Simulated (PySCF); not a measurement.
C₆H₈O₂.
Z-matrix (Å and degrees, PBE0-D3(BJ)/def2-SVP geometry), rows numbered from 1:
```
C 
C   1  1.3320
C   2  1.4936  1  124.36
C   3  1.5063  2  113.14  1  -132.01
O   4  1.1984  3  126.05  2   -15.66
O   4  1.3545  3  110.14  2   165.77
C   6  1.3697  4  118.56  3   177.88
C   7  1.3288  6  120.51  4  -178.92
H   1  1.0929  2  121.25  3  -179.33
H   1  1.0951  2  121.67  3     0.69
H   2  1.0953  1  119.98  3  -179.73
H   3  1.1005  2  112.39  1    -7.92
H   3  1.1072  2  110.57  1   109.82
H   7  1.0926  6  114.34  4     1.14
H   8  1.0903  7  119.60  6  -179.94
H   8  1.0921  7  121.38  6     0.06
```

Level of theory: PBE0-D3(BJ)/def2-SVP geometry optimisation, gas phase in PySCF 2.14.0.

Take the most abundant isotopes and a rigid rotor. The values belong to one conformer with, in the numbering `[CH2:1]=[CH:2][CH2:3][C:4](=[O:5])[O:6][CH:7]=[CH2:8]`, C1–C2–C3–C4 -132°, C2–C3–C4–O5 -16°, C3–C4–O6–C7 178°, C4–O6–C7–C8 -179°.

Question: Give the principal moments of inertia and the rotational constants in MHz.

Answer: Ia = 71.02, Ib = 555.60, Ic = 604.98 u·Å²; 505379 MHz·u·Å²/I gives A = 7116, B = 909.6, C = 835.4 MHz.

Question: Classify the top.

Answer: A near-prolate asymmetric top: κ = (2 × 909.6 − 7116 − 835.4)/(7116 − 835.4) = -0.98.

Question: Is it planar, by Δ = Ic − Ia − Ib?

Answer: Not planar: Δ = Ic − Ia − Ib = -21.64 u·Å². For a rigid frame Δ = −2 Σ m c², so Σ m c² = 10.82 u·Å² lies off the ab plane: 4.16 from hydrogen and 6.66 from heavier atoms. The atom farthest from that plane is 1.52 Å away.

Question: Give the coordinates in the principal-axis frame, origin at the centre of mass.

Answer: The sense of each axis is arbitrary; atoms in the order of the calculation.
```tsv
atom	mass (u)	a (Å)	b (Å)	c (Å)
C1	12.000	3.488	-0.465	-0.492
C2	12.000	2.480	0.087	0.182
C3	12.000	1.174	-0.588	0.447
C4	12.000	-0.016	0.280	0.130
O5	15.995	0.002	1.467	-0.037
O6	15.995	-1.143	-0.470	0.088
C7	12.000	-2.338	0.156	-0.144
C8	12.000	-3.470	-0.539	-0.172
H9	1.008	4.427	0.072	-0.648
H10	1.008	3.414	-1.472	-0.915
H11	1.008	2.578	1.103	0.579
H12	1.008	1.077	-1.542	-0.094
H13	1.008	1.078	-0.843	1.520
H14	1.008	-2.259	1.235	-0.297
H15	1.008	-4.413	-0.025	-0.359
H16	1.008	-3.478	-1.619	-0.011
```

Question: Where do the levels up to J = 3 lie, in MHz?

Answer: Above 0(0,0):
J = 1: 1(0,1) 1745, 1(1,1) 7952, 1(1,0) 8026
J = 2: 2(0,2) 5234, 2(1,2) 11367, 2(1,1) 11590, 2(2,1) 30210, 2(2,0) 30211
J = 3: 3(0,3) 10467, 3(1,3) 16491, 3(1,2) 16936, 3(2,2) 35445, 3(2,1) 35448, 3(3,1) 66665, 3(3,0) 66665
The levels of one J sum to (2J + 1)J(J + 1)(A + B + C)/3.

Question: Predict some low-J microwave lines.

Answer: The dipole components are |μa| = 0.09 D, |μb| = 1.51 D, |μc| = 0.41 D. Intensities carry the squares of the components, which stand as 0.00 : 1.00 : 0.07 (a : b : c). Some of the stronger lines:

```tsv
type	branch	J(Ka,Kc)	MHz	lower level (cm⁻¹)
b	Q	1(1,0) ← 1(0,1)	6281	0.058
b	Q	3(1,2) ← 3(0,3)	6469	0.349
b	R	3(1,3) ← 2(0,2)	11256	0.175
b	R	5(1,5) ← 4(0,4)	14417	0.582
b	R	3(2,2) ← 2(1,1)	23855	0.387
b	R	4(2,3) ← 3(1,2)	25489	0.565
b	Q	3(3,1) ← 3(2,2)	31219	1.182
b	Q	4(3,2) ← 4(2,3)	31221	1.415
b	Q	5(3,3) ← 5(2,4)	31225	1.706
b	R	3(3,1) ← 2(2,0)	36454	1.008
b	R	5(3,3) ← 4(2,2)	39939	1.415
b	R	5(3,2) ← 4(2,3)	39949	1.415
b	Q	4(4,0) ← 4(3,1)	43705	2.457
b	R	4(4,1) ← 3(3,0)	50687	2.224
b	R	4(4,0) ← 3(3,1)	50687	2.224
b	R	5(4,2) ← 4(3,1)	52432	2.457
```

Question: Estimate the classical rotational partition function at 10 K, 298.15 K and 500 K.

Answer: Point group C1, symmetry number σ = 1; q = (√π/σ)·√((kT/h)³/(ABC)), k/h = 20836.6 MHz/K: 2290 at 10 K, 373000 at 298.15 K, 811000 at 500 K.

Stationary, but not proved a minimum. Zero-point vibration and centrifugal distortion are left out.

On an Arm Neoverse V2 with one thread, no GPU, shared host, this took 44 s of wall time and 0.75 GiB of memory at its peak. This is the geometry optimisation.
